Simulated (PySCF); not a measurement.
A geometry optimisation, step by step.

NbS(OSiH3)3 (singlet state).
Bonds: Nb1–S2, Nb1–O3, Nb1–O8, Nb1–O13, O3–Si4, O8–Si9, O13–Si14. Hydrogens: H5, H6, H7 on Si4; H10, H11, H12 on Si9; H15, H16, H17 on Si14.

Method: PySCF, PBE0-D3(BJ)/def2-SVP geometry optimisation, gas phase, def2 core potentials past Kr; density fitting, grid level 1; the optimiser is geomeTRIC in internal coordinates, started from a GFN2-xTB structure with every atom displaced at random (about 0.03 Å). 5 of its 11 geometries are shown. The frame can shift and turn from step to step; on so coarse a grid that alone can change the energy by a few meV, and forces under 0.02 eV/Å are noise.

Step 0: E = -42277.7709 eV, largest atomic force 9.174 eV/Å
```
atom  x, y, z in Å  |  force x, y, z in eV/Å
Nb1     0.061   -0.095    0.093   -7.244   4.298   3.636
S2     -0.129   -0.059    2.299    0.383  -0.239  -1.164
O3      1.587   -0.810   -0.206    6.635  -2.989  -1.534
Si4     3.211   -1.484   -0.023   -3.152  -0.642  -0.193
H5      3.374   -1.536    1.400    0.468   0.020   1.031
H6      4.032   -0.621   -0.767    1.254   0.972  -0.816
H7      3.024   -2.837   -0.604    0.361  -0.085  -0.071
O8     -0.065    1.812   -0.249    0.377  -2.556  -0.451
Si9    -0.244    3.428   -0.046    0.238  -0.262  -1.343
H10    -0.459    3.679    1.354   -0.152   0.497   0.988
H11    -1.412    3.782   -0.915    0.064   0.389   0.189
H12     1.043    3.959   -0.598   -0.175   0.499   0.189
O13    -1.572   -0.991   -0.370    2.979   1.405  -0.363
Si14   -2.902   -1.898   -0.312   -0.313  -0.098  -0.318
H15    -3.200   -2.151    1.083   -0.539  -0.246   0.755
H16    -2.530   -3.108   -1.022   -0.257  -0.931  -0.369
H17    -3.847   -1.070   -1.056   -0.927  -0.032  -0.166
```

Step 2: E = -42279.1402 eV, largest atomic force 0.448 eV/Å
```
atom  x, y, z in Å  |  force x, y, z in eV/Å
Nb1    -0.015   -0.013    0.254    0.056   0.095   0.435
S2     -0.126   -0.037    2.396    0.014  -0.028   0.160
O3      1.624   -0.825   -0.198   -0.090   0.023  -0.199
Si4     3.146   -1.523   -0.048   -0.263   0.065  -0.002
H5      3.491   -1.608    1.401    0.061   0.036  -0.046
H6      4.112   -0.676   -0.807    0.030  -0.030   0.075
H7      3.097   -2.889   -0.640    0.022  -0.009  -0.010
O8     -0.080    1.802   -0.232    0.038  -0.145  -0.221
Si9    -0.221    3.461   -0.088   -0.022   0.117   0.017
H10    -0.436    3.822    1.345    0.017  -0.027  -0.046
H11    -1.374    3.921   -0.915   -0.030  -0.033   0.021
H12     1.020    4.102   -0.610    0.033  -0.029   0.034
O13    -1.538   -0.938   -0.344    0.185  -0.023  -0.251
Si14   -2.884   -1.925   -0.353   -0.153  -0.176  -0.025
H15    -3.295   -2.233    1.050    0.017   0.059  -0.041
H16    -2.562   -3.202   -1.064    0.043   0.079   0.036
H17    -3.988   -1.238   -1.089    0.042   0.026   0.062
```

Step 5: E = -42279.1801 eV, largest atomic force 0.047 eV/Å
```
atom  x, y, z in Å  |  force x, y, z in eV/Å
Nb1    -0.032    0.005    0.359   -0.007  -0.011   0.013
S2     -0.130   -0.037    2.512    0.002   0.002  -0.002
O3      1.575   -0.794   -0.186    0.025  -0.001  -0.019
Si4     3.087   -1.507   -0.074   -0.018   0.006   0.013
H5      3.488   -1.597    1.359   -0.003  -0.003   0.004
H6      4.064   -0.670   -0.827   -0.001   0.004  -0.005
H7      3.017   -2.868   -0.678    0.001  -0.001   0.002
O8     -0.093    1.790   -0.214   -0.019   0.028  -0.008
Si9    -0.221    3.457   -0.102    0.013  -0.010   0.003
H10    -0.428    3.843    1.322   -0.001   0.002   0.004
H11    -1.378    3.899   -0.931    0.000   0.003   0.000
H12     1.037    4.063   -0.624   -0.003   0.004   0.000
O13    -1.496   -0.947   -0.327    0.019  -0.039  -0.018
Si14   -2.841   -1.945   -0.368    0.004   0.030   0.013
H15    -3.270   -2.253    1.026   -0.001  -0.004   0.003
H16    -2.477   -3.199   -1.086   -0.004  -0.007  -0.001
H17    -3.930   -1.239   -1.101   -0.005  -0.004   0.000
```

Step 8: E = -42279.1852 eV, largest atomic force 0.079 eV/Å
```
atom  x, y, z in Å  |  force x, y, z in eV/Å
Nb1    -0.031   -0.009    0.283   -0.008  -0.008   0.030
S2     -0.111   -0.071    2.436   -0.004   0.007  -0.032
O3      1.593   -0.766   -0.269    0.057  -0.015  -0.005
Si4     3.107   -1.461   -0.066   -0.076   0.020  -0.009
H5      3.429   -1.518    1.388    0.013   0.000   0.000
H6      4.104   -0.624   -0.791    0.019  -0.003   0.004
H7      3.075   -2.833   -0.646    0.015  -0.006   0.000
O8     -0.134    1.783   -0.270   -0.022  -0.032   0.005
Si9    -0.241    3.446   -0.092    0.003   0.020   0.000
H10    -0.438    3.780    1.347    0.001  -0.007  -0.002
H11    -1.396    3.936   -0.897    0.000  -0.003   0.001
H12     1.020    4.061   -0.596   -0.001  -0.003   0.001
O13    -1.466   -1.012   -0.396    0.012   0.034   0.005
Si14   -2.838   -1.971   -0.347   -0.021  -0.018  -0.003
H15    -3.195   -2.255    1.073    0.004   0.006  -0.001
H16    -2.555   -3.243   -1.071    0.004   0.006   0.001
H17    -3.950   -1.244   -1.023    0.003   0.001   0.005
```

Step 10: E = -42279.1865 eV, largest atomic force under 0.02 eV/Å
```
atom  x, y, z in Å  |  force x, y, z in eV/Å
Nb1    -0.025   -0.018    0.266    0.007  -0.009   0.005
S2     -0.102   -0.080    2.418   -0.002   0.001  -0.004
O3      1.606   -0.764   -0.289   -0.012   0.006  -0.003
Si4     3.118   -1.452   -0.067    0.018  -0.008  -0.002
H5      3.428   -1.503    1.390   -0.002   0.001  -0.001
H6      4.127   -0.618   -0.781   -0.004   0.002   0.003
H7      3.105   -2.828   -0.641   -0.004   0.002   0.000
O8     -0.145    1.774   -0.282   -0.007  -0.010  -0.007
Si9    -0.254    3.435   -0.090    0.001   0.004   0.005
H10    -0.446    3.754    1.353    0.001   0.001   0.000
H11    -1.413    3.930   -0.888    0.000  -0.001   0.000
H12     1.005    4.056   -0.593    0.001   0.000   0.000
O13    -1.462   -1.019   -0.409    0.004   0.016   0.003
Si14   -2.845   -1.964   -0.341    0.000  -0.004   0.002
H15    -3.183   -2.241    1.084   -0.001  -0.001   0.000
H16    -2.583   -3.238   -1.068    0.000   0.000   0.000
H17    -3.958   -1.225   -1.002    0.000   0.001   0.000
```

Problem. Summarise the path.

Solution. The energy falls by 32.65 kcal/mol from step 0 to step 10; nine tenths of that is first reached at step 2. It falls at every step. The largest force goes from 9.174 to under 0.02 eV/Å. Among the bonds Nb1–O3 changes most, from 1.712 to 1.877 Å; the atoms move by 0.112 Å rms after alignment.

What follows is the cost of the whole optimisation. On an Arm Neoverse V1 with one thread, no GPU, shared host, this took 4.9 min of wall time and 0.91 GiB of memory at its peak.
